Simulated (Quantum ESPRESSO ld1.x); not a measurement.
Q: The mean radii <r> (bohr) of the occupied orbitals of an atom or ion are listed with their occupations. All-electron calculation, scalar-relativistic Kohn-Sham, LDA (Slater exchange, Perdew-Wang correlation), spin-polarised, spherical densities, point nucleus. Program: ld1.x of Quantum ESPRESSO 7.5.

| orbital | occ. | <r> |
|---|---|---|
| 1s up | 1 | 0.02152 |
| 1s down | 1 | 0.02152 |
| 2s up | 1 | 0.09156 |
| 2s down | 1 | 0.09156 |
| 2p up | 3 | 0.08091 |
| 2p down | 3 | 0.08091 |
| 3s up | 1 | 0.2397 |
| 3s down | 1 | 0.2395 |
| 3p up | 3 | 0.2384 |
| 3p down | 3 | 0.2381 |
| 3d up | 5 | 0.2168 |
| 3d down | 5 | 0.2164 |
| 4s up | 1 | 0.5402 |
| 4s down | 1 | 0.5402 |
| 4p up | 3 | 0.5713 |
| 4p down | 3 | 0.5713 |
| 4d up | 5 | 0.6169 |
| 4d down | 5 | 0.6169 |
| 5s up | 1 | 1.215 |
| 5s down | 1 | 1.227 |
| 5p up | 3 | 1.348 |
| 4f up | 7 | 0.7445 |

Name the element and its charge. Open shells, if any, are filled with parallel spins first.

A: Z = 65, terbium, charge +7: Tb7+ in [Kr] 4d10 4f7 5s2 5p3. The 1s radius gives Z: for a bare nucleus <r> = (2 gamma + 1)/(2Z) with gamma = sqrt(1 - (Z/c)^2), 0.02124 bohr for Z = 65, and screening makes it slightly larger (0.02152 here). The occupations add up to 58, and the charge is Z minus that.
